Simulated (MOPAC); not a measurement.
Input file for MOPAC: PM7 on InSn, 2S+1 = 4, a spin state set in the input, which need not be the lowest, a point of a bond scan (R = 3.105 Å).

```
PM7 1SCF PRECISE CHARGE=0 UHF MS=1.5 THREADS=1
InSn

In     0.00000000 1     0.00000000 1     0.00000000 1
Sn     0.00000000 1     0.00000000 1     3.10527700 1
```

It printed:

```
*******************************************************************************
 **                                                                           **
 **                              MOPAC v23.2.5                                **
 **                                                                           **
 *******************************************************************************
 ** MOPAC's Digital Object Identifier: https://doi.org/10.5281/zenodo.6511958 **
 **                                                                           **
 ** Please cite the open-source release paper for use of this MOPAC version:  **
 ** J. E. Moussa and J. J. P. Stewart (2026)                                  **
 ** MOPAC: An open-source semiempirical molecular orbital program             **
 ** J. Open Source Softw., 11(119), 8025, https://doi.org/10.21105/joss.08025 **
 *******************************************************************************

                              PM7 CALCULATION RESULTS

 *******************************************************************************
 *  PM7        - The PM7 Hamiltonian to be used
 *  UHF        - UNRESTRICTED HARTREE-FOCK CALCULATION
 *
 *
 *
 *                 CHARGE ON SYSTEM = 0
 *
 *
 *
 *  MS=        - IN MECI, MAGNETIC COMPONENT OF SPIN =  1.5
 *  PRECISE    - TIGHTER CRITERIA TO BE USED
 *  1SCF       - DO 1 SCF AND THEN STOP
 *  THREADS=1  - MULTI-THREADING NOT USED
 *  T=         - A TIME OF 172800.0 SECONDS REQUESTED
 *  DUMP=N     - RESTART FILE WRITTEN EVERY 7200.0 SECONDS REQUESTED
 *******************************************************************************
PM7 1SCF PRECISE CHARGE=0 UHF MS=1.5 THREADS=1
 InSn

   ATOM   CHEMICAL          X               Y               Z
  NUMBER   SYMBOL      (ANGSTROMS)     (ANGSTROMS)     (ANGSTROMS)

     1      In          0.00000000  *   0.00000000  *   0.00000000  *
     2      Sn          0.00000000  *   0.00000000  *   3.10527700  *



          CARTESIAN COORDINATES

    NO.       ATOM           X           Y           Z

     1        In          0.0000      0.0000      0.0000
     2        Sn          0.0000      0.0000      3.1053

 General Reference for PM7:
 "Optimization of Parameters for Semiempirical Methods VI: More Modifications to the
 NDDO Approximations and Re-optimization of Parameters", J. J. P. Stewart, J. Mol. Mod., 1:32, 19 (2013)
 https://link.springer.com/article/10.1007/s00894-012-1667-x

           Empirical Formula: In Sn  =     2 atoms



      MOLECULAR POINT GROUP   :   C*v


          UHF CALCULATION, NO. OF ALPHA ELECTRONS =    5
                           NO. OF BETA  ELECTRONS =    2

 -------------------------------------------------------------------------------
 PM7 1SCF PRECISE CHARGE=0 UHF MS=1.5 THREADS=1
 InSn



     1SCF WAS SPECIFIED, SO BFGS WAS NOT USED
     SCF FIELD WAS ACHIEVED


                              PM7 CALCULATION
                                                       MOPAC v23.2.5 Linux




          FINAL HEAT OF FORMATION =        197.07993 KCAL/MOL =     824.58244 KJ/MOL


          COSMO AREA              =        118.04 SQUARE ANGSTROMS
          COSMO VOLUME            =        109.28 CUBIC ANGSTROMS

          IONIZATION POTENTIAL    =          4.816485 EV
          ALPHA SOMO LUMO (EV)    =         -4.816  4.897
          BETA  SOMO LUMO (EV)    =         -7.057  4.713
          NO. OF ALPHA ELECTRONS  =          5
          NO. OF BETA  ELECTRONS  =          2
          MOLECULAR WEIGHT        =        233.5100         POINT GROUP:  C*v

          MOLECULAR DIMENSIONS (Angstroms)

            Atom       Atom       Distance
           Sn     2   In     1     3.10528
           Sn     2   In     1     0.00000
           In     1   Sn     2     0.00000


          SCF CALCULATIONS        =          1





   ATOM   CHEMICAL          X               Y               Z
  NUMBER   SYMBOL      (ANGSTROMS)     (ANGSTROMS)     (ANGSTROMS)

     1      In          0.00000000  *   0.00000000  *   0.00000000  *
     2      Sn          0.00000000  *   0.00000000  *   3.10527700  *

                             CARTESIAN COORDINATES

   1   In        0.000000000     0.000000000     0.000000000
   2   Sn        0.000000000     0.000000000     3.105277000


           Empirical Formula: In Sn  =     2 atoms



      MOLECULAR POINT GROUP   :   C*v


          ALPHA EIGENVALUES
  -9.75013  -7.26024  -5.04403  -5.04403  -4.81648   4.89719   4.89719   6.35952


           BETA EIGENVALUES
  -9.67841  -7.05700   4.71312   4.71312   5.52410   6.27718   6.27718   9.69932


              NET ATOMIC CHARGES AND DIPOLE CONTRIBUTIONS

  ATOM NO.   TYPE          CHARGE      No. of ELECS.   s-Pop       p-Pop
    1         In          -0.167926        3.1679     0.62949     2.53843
    2         Sn           0.167926        3.8321     1.99385     1.83822
 DIPOLE           X         Y         Z       TOTAL
 POINT-CHG.     0.000     0.000     2.505     2.505
 HYBRID         0.000     0.000     3.180     3.180
 SUM            0.000     0.000     5.685     5.685


          ATOMIC ORBITAL ELECTRON POPULATIONS

     Atom    s        px        py        pz
    1 In   0.62949   0.99200   0.99200   0.55443
    2 Sn   1.99385   0.00800   0.00800   1.82223


                    (SZ)    =    1.500000
                    (S**2)  =    3.751326


          ATOMIC ORBITAL SPIN POPULATIONS

    Atom   Total    s     px     py     pz
         Atomic
    1 In  2.9597  0.577  0.992  0.992  0.399
    2 Sn  0.0403  0.001  0.008  0.008  0.023

 **********************
 *                    *
 * JOB ENDED NORMALLY *
 *                    *
 **********************




 == MOPAC DONE ==
```

The run finished.

Cost: about 0.010 core-seconds (a rough figure).
